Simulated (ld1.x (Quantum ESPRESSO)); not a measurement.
**As (Z = 33), TM: configuration errors across variants**

- Element: arsenic (As)
- Generator: ld1.x (Quantum ESPRESSO) 7.5
- Type: norm-conserving Troullier–Martins (Kleinman–Bylander form)
- Functional: LDA (PZ)
- Relativity: scalar-relativistic
- Frozen core: [Ar] 3d10
- Valence charge: 5
- Reference configuration: 4s2 4p2 (charge +1)
- Partial waves: 4s (bound): rc 1.65 bohr; 4p (bound): rc 2.10 bohr
- Local potential: all-electron potential smoothed inside 1.35 bohr (lloc = -1)
- Core correction: none

All-electron excitation energies from the reference (eV): (1) 4s2 4p3 -9.325; (2) 4s2 4p1 18.162; (3) 4s2 4p0 46.203; (4) 4s2 4p2.5 -5.689; (5) 4s0 4p5 9.880; (6) 4s1 4p0 97.316; (7) 4s1 4p3 10.162; (8) 4s2 4p2 spin -0.729; (9) 4s2 4p3 spin -10.650.

Spin tests fill each open shell by Hund’s rule, majority spin first.

A true bound ghost makes a file unfit for plane-wave use even where its test errors are small: the radial tests pick states by their node count and pass the ghost by.

Errors AE − PS in meV (a dash: test not solved or not reliable):

```tsv
change	(1)	(2)	(3)	(4)	(5)	(6)	(7)	(8)	(9)	bound ghosts
base	+9.0	+17	+121	+3.3	+34	+557	+11	+117	+184	d
all radii scaled by about 0.77 (s 1.26, p 1.62 bohr); local potential all-electron potential smoothed inside 1.04 bohr (lloc = -1)	+7.4	+9.9	+62	+2.7	+38	+390	+9.5	+118	+185	s, d
all radii scaled by about 0.87 (s 1.44, p 1.84 bohr); local potential all-electron potential smoothed inside 1.18 bohr (lloc = -1)	+5.8	+6.9	+51	+2.2	+31	+382	+8.4	+118	+182	s, d
all radii scaled by about 1.10 (s 1.82, p 2.32 bohr); local potential all-electron potential smoothed inside 1.48 bohr (lloc = -1)	+7.9	+12	+82	+2.9	+34	+431	+11	+115	+181	d
all radii scaled by about 1.39 (s 2.30, p 2.92 bohr); local potential all-electron potential smoothed inside 1.88 bohr (lloc = -1)	+8.0	+9.9	+63	+2.9	+15	+287	+3.4	+116	+181	d
```

Problem. Give the same row for: all radii scaled by about 1.26 (s 2.08, p 2.64 bohr); local potential all-electron potential smoothed inside 1.70 bohr (lloc = -1).

Solution. +7.7, +10, +66, +2.8, +27, +355, +8.4, +115, +179; bound ghosts: d.
